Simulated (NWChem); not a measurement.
System: C2H6ClFSi; SMILES [C@@H](F)([SiH3])CCl

Excerpt of the output:

```
             Northwest Computational Chemistry Package (NWChem) 7.3.0
             --------------------------------------------------------

 C1  symmetry detected

                             Geometry "geometry" -> ""
                             -------------------------

 Output coordinates in angstroms (scale by  1.889725989 to convert to a.u.)

  No.       Tag          Charge          X              Y              Z
 ---- ---------------- ---------- -------------- -------------- --------------
    1 F                    9.0000    -1.55113547    -0.38247671     0.13366678
    2 C                    6.0000    -0.23723092    -0.39966922    -0.31697645
    3 Si                  14.0000     0.43458191    -2.18714732    -0.04245387
    4 C                    6.0000     0.55750733     0.64897530     0.42559769
    5 Cl                  17.0000     0.14804385     2.31437994    -0.09808455
    6 H                    1.0000    -0.29332741    -0.14717447    -1.38176874
    7 H                    1.0000     1.76972585    -2.22995004    -0.63789100
    8 H                    1.0000    -0.49644192    -3.09230322    -0.70619187
    9 H                    1.0000     0.48491336    -2.42417521     1.39788253
   10 H                    1.0000     1.62254991     0.51878352     0.24125753
   11 H                    1.0000     0.35024876     0.59687685     1.49377454

 Effective nuclear repulsion energy (a.u.)     282.7690287869

                                Z-matrix (autoz)
                                --------

 Units are Angstrom for bonds and degrees for angles

      Type          Name      I     J     K     L     M      Value
      ----------- --------  ----- ----- ----- ----- ----- ----------
    1 Stretch                  1     2                       1.38914
    2 Stretch                  2     3                       1.92919
    3 Stretch                  2     4                       1.51085
    4 Stretch                  2     6                       1.09576
    5 Stretch                  3     7                       1.46253
    6 Stretch                  3     8                       1.45831
    7 Stretch                  3     9                       1.46058
    8 Stretch                  4     5                       1.79317
    9 Stretch                  4    10                       1.08869
   10 Stretch                  4    11                       1.08934
   11 Bend                     1     2     3               107.13831
   12 Bend                     1     2     4               109.23822
   13 Bend                     1     2     6               105.30535
   14 Bend                     2     3     7               106.68366
   15 Bend                     2     3     8               106.73860
   16 Bend                     2     3     9               107.61928
   17 Bend                     2     4     5               112.39365
   18 Bend                     2     4    10               110.38771
   19 Bend                     2     4    11               110.40584
   20 Bend                     3     2     4               112.95274
   21 Bend                     3     2     6               111.69150
   22 Bend                     4     2     6               110.15726
   23 Bend                     5     4    10               106.55891
   24 Bend                     5     4    11               106.69876
   25 Bend                     7     3     8               112.29372
   26 Bend                     7     3     9               111.42475
   27 Bend                     8     3     9               111.72227
   28 Bend                    10     4    11               110.26975
   29 Torsion                  1     2     3     7         174.59147
   30 Torsion                  1     2     3     8          54.34746
   31 Torsion                  1     2     3     9         -65.72011
   32 Torsion                  1     2     4     5         -72.79173
   33 Torsion                  1     2     4    10         168.39332
   34 Torsion                  1     2     4    11          46.21212
   35 Torsion                  3     2     4     5         168.08177
   36 Torsion                  3     2     4    10          49.26681
   37 Torsion                  3     2     4    11         -72.91439
   38 Torsion                  4     2     3     7         -65.07384
   39 Torsion                  4     2     3     8         174.68215
   40 Torsion                  4     2     3     9          54.61458
   41 Torsion                  5     4     2     6          42.41735
   42 Torsion                  6     2     3     7          59.76048
   43 Torsion                  6     2     3     8         -60.48353
   44 Torsion                  6     2     3     9         179.44890
   45 Torsion                  6     2     4    10         -76.39761
   46 Torsion                  6     2     4    11         161.42119

                           NWChem Geometry Optimization
                           ----------------------------

 maximum gradient threshold         (gmax) =   0.000450
 rms gradient threshold             (grms) =   0.000300
 maximum cartesian step threshold   (xmax) =   0.001800
 rms cartesian step threshold       (xrms) =   0.001200
 fixed trust radius                (trust) =   0.300000
 source of zmatrix                         =   autoz

          -------------------
          Energy Minimization
          -------------------

 Using diagonal initial Hessian
 Scaling for Hessian diagonals: bonds = 1.00  angles = 0.25  torsions = 0.10

          --------
          Step   0

[...]

      ----------------------
      Optimization converged
      ----------------------

  Step       Energy      Delta E   Gmax     Grms     Xrms     Xmax
  ---- ---------------- -------- -------- -------- -------- --------
@   11    -928.49926402 -2.1D-07  0.00003  0.00001  0.00066  0.00172
                                     ok       ok       ok       ok

                                Z-matrix (autoz)
                                --------

 Units are Angstrom for bonds and degrees for angles

[...]

 Rotational Constants
 --------------------
 A=   0.237596 cm-1  (  0.341840 K)
 B=   0.046677 cm-1  (  0.067157 K)
 C=   0.040969 cm-1  (  0.058944 K)

 Temperature                      =   298.15K
 frequency scaling parameter      =   1.0000

 Zero-Point correction to Energy  =   46.487 kcal/mol  (  0.074082 au)
 Thermal correction to Energy     =   50.827 kcal/mol  (  0.080998 au)
 Thermal correction to Enthalpy   =   51.419 kcal/mol  (  0.081942 au)

 Total Entropy                    =   83.048 cal/mol-K
   - Translational                =   40.038 cal/mol-K (mol. weight = 111.9911)
   - Rotational                   =   27.652 cal/mol-K (symmetry #  =        1)
   - Vibrational                  =   15.358 cal/mol-K

 Cv (constant volume heat capacity) =   23.364 cal/mol-K
   - Translational                  =    2.979 cal/mol-K
   - Rotational                     =    2.979 cal/mol-K
   - Vibrational                    =   17.405 cal/mol-K

[normal modes left out]

 ----------------------------------------------------------------------------
 Normal Eigenvalue ||           Projected Infra Red Intensities
  Mode   [cm**-1]  || [atomic units] [(debye/angs)**2] [(KM/mol)] [arbitrary]
 ------ ---------- || -------------- ----------------- ---------- -----------
    1       -0.000 ||    0.000015           0.000         0.015       0.006
    2       -0.000 ||    0.001705           0.039         1.662       0.669
    3        0.000 ||    0.000412           0.010         0.402       0.162
    4        0.000 ||    0.000005           0.000         0.005       0.002
    5        0.000 ||    0.000686           0.016         0.668       0.269
    6        0.000 ||    0.000215           0.005         0.209       0.084
    7       95.848 ||    0.002107           0.049         2.054       0.827
    8      134.121 ||    0.000356           0.008         0.347       0.140
    9      166.281 ||    0.002649           0.061         2.583       1.039
   10      214.011 ||    0.000898           0.021         0.875       0.352
   11      311.608 ||    0.009312           0.215         9.078       3.654
   12      407.272 ||    0.011920           0.275        11.621       4.677
   13      588.166 ||    0.014697           0.339        14.327       5.767
   14      615.247 ||    0.034823           0.803        33.947      13.664
   15      744.914 ||    0.048181           1.112        46.969      18.905
   16      802.812 ||    0.018745           0.432        18.274       7.355
   17      867.000 ||    0.011719           0.270        11.424       4.598
   18      909.809 ||    0.219139           5.056       213.628      85.985
   19      938.595 ||    0.032136           0.741        31.328      12.609
   20      939.119 ||    0.045720           1.055        44.570      17.939
   21     1050.317 ||    0.025649           0.592        25.004      10.064
   22     1131.782 ||    0.044289           1.022        43.175      17.378
   23     1179.956 ||    0.008941           0.206         8.716       3.508
   24     1230.368 ||    0.003567           0.082         3.477       1.400
   25     1306.639 ||    0.017490           0.404        17.051       6.863
   26     1372.274 ||    0.014537           0.335        14.172       5.704
   27     1437.422 ||    0.007637           0.176         7.444       2.996
   28     2234.420 ||    0.069802           1.610        68.046      27.388
   29     2248.783 ||    0.085518           1.973        83.367      33.555
   30     2264.861 ||    0.089891           2.074        87.630      35.271
   31     3065.263 ||    0.008173           0.189         7.968       3.207
   32     3101.319 ||    0.008402           0.194         8.190       3.297
   33     3175.550 ||    0.001697           0.039         1.654       0.666
 ----------------------------------------------------------------------------
```

Level: PBE0/def2-SVP. 

Task: Write an input that gives this output.

Result: This is not unique; one that fits is the input that was run:
```
start job
memory heap 200 mb stack 900 mb global 1100 mb
geometry units angstroms
  F     -0.486642     0.296218    -1.480069
  C     -0.489372    -0.288132    -0.219812
  Si    -2.265161    -0.072995     0.502727
  C      0.576064     0.361097     0.632261
  Cl     2.231400    -0.128254     0.146592
  H     -0.246260    -1.343005    -0.389584
  H     -2.294372    -0.803389     1.769478
  H     -3.188368    -0.630626    -0.478801
  H     -2.489862     1.355885     0.705448
  H      0.459068     0.068161     1.674253
  H      0.529724     1.445328     0.537562
end
basis spherical
  * library def2-svp
end
dft
  xc pbe0
  iterations 150
end
driver
  maxiter 120
end
task dft optimize
task dft freq
```
